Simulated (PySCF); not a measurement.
Bonds: C1-C2, C2-C3, C3-C4, C4-C5, C5-Si6, Si6-C7, C3-C8, C8-N9. C1 carries H10, H11; Si6 carries H12, H13; C7 carries H14, H15, H16; C8 carries H17; N9 carries H18.

Fast rotation and ring inversion assumed for equivalent nuclei, non-relativistic Hamiltonian, one conformer, in vacuum. Shieldings: GIAO PBE0/pcSseg-1; structure optimised with GFN2-xTB; PySCF 2.14.

Referencing at the same level of theory: ¹³C (186.93 ppm), ¹H (31.72 ppm), ²⁹Si (349.16 ppm) vs TMS; ¹⁵N (267.73 ppm) vs NH3.

```csv
atoms,nucleus,count,Hirshfeld charge,δ (ppm)
H12/H13,¹H,2,-0.08,4.57
H14/H15/H16,¹H,3,0.05,?
C3,¹³C,1,-0.02,96.2
H10/H11,¹H,2,0.07,5.66
C4,¹³C,1,-0.04,109.1
C8,¹³C,1,0.05,171.0
C2,¹³C,1,0.05,235.7
H17,¹H,1,0.05,?
C1,¹³C,1,-0.09,85.1
C7,¹³C,1,-0.21,?
H18,¹H,1,0.12,11.59
N9,¹⁵N,1,-0.23,368.1
Si6,²⁹Si,1,0.36,?
C5,¹³C,1,-0.17,101.1
```

Fill in the missing shifts.

Results:


- C7: -4.8 ppm, carbon bonded to Si, 3 H
- H17: 8.23 ppm, hydrogen on a carbon bonded to C, N
- H14/H15/H16: 0.33 ppm, hydrogen on a carbon bonded to Si
- Si6: -69.3 ppm, silicon bonded to 2 C, 2 H

OH and NH positions are those of a molecule without intermolecular hydrogen bonds; in solution they move with solvent, concentration and temperature, and exchange usually removes their couplings. Shifts are as computed. Against solution values, carbons near 30 ppm lie about +3 ppm off and those near 130 ppm about +5 ppm. Of 1309 compounds with measured shifts, 239 miss one by over three times the rms of a fit or turn the order of signals round; such compounds aren't used in these exercises. Experimental scales use liquid or dissolved standards, which lie at an offset from isolated NH3 (liquid NH3: subtract about 20 ppm). Unscaled 15N shifts of sp2 nitrogen come out 20 to 40 ppm too high even then.
